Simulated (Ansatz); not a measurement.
antimony atom (Sb), quartet (all electrons, no relativity). Base run: PBE/STO-3G (Ansatz, a first-principles code).

Geometry (Å):
```xyz
1

Sb     0.0000     0.0000     0.0000
```
Charge 0, spin multiplicity 4.
Orbitals are unrestricted.
All else is at Ansatz's defaults.

The base run was repeated with changes; each row names its change, and settings that it needs were set with it.

```csv
change,basis functions,E (Eh)
base,27,-6252.74209
basis = jorge-DZP-DKH; relativity = spin-free X2C,48,-6472.80634
basis = ANO-RCC-VDZP; relativity = spin-free X2C,43,-6480.29418
basis = jorge-DZP-DKH; relativity = none,48,-6249.40440
basis = x2c-TZVPall; relativity = none,60,-6185.21075
basis = x2c-TZVPall; relativity = spin-free X2C; nucleus = Gaussian,60,-6480.27737
basis = x2c-TZVPall; relativity = spin-free X2C,60,-6480.43602
basis = ANO-RCC-VDZP; relativity = none,43,-6122.50015
basis = ANO-RCC-VDZP; relativity = spin-free X2C; nucleus = Gaussian,43,-6480.10681
basis = jorge-DZP-DKH; relativity = spin-free X2C; nucleus = Gaussian,48,-6472.64646
```

Totals shift with the method and basis; they matter in differences.

Ansatz warned in this series: the basis is contracted for relativity, which the run leaves out.

Basis sets contracted for a relativistic Hamiltonian are a mismatch without it, so the rows without relativity aren't non-relativistic limits. No row has spin-orbit coupling; sets with core potentials leave out the core electrons.
